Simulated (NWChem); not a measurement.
## Correlation energy of Br (+1)

```
Br
```
Charge +1, spin multiplicity 3.

All runs are NWChem calculations.

Basis set: 6-311G**. Each correlation energy counts from its own Hartree-Fock reference.

The Hamiltonian is non-relativistic. The correlated methods keep 9 core orbitals frozen. The Pople sets run with spherical d functions. The stability of the SCF solutions was not checked. Open-shell Hartree-Fock references start from PBE0 orbitals. No row is a measurement; the coupled-cluster row has its own basis-set and correlation limits.

**Question.** One of these methods gave a correlation energy of -237.6 mHa. Which?
A) CCSD[T] on ROHF
B) CCSD(T) on UHF
C) UMP2
D) CCSD on UHF

**Answer.** B, CCSD(T) on UHF. The others give -230.2 (UMP2), -242.1 (CCSD[T] on ROHF), -234.6 (CCSD on UHF).
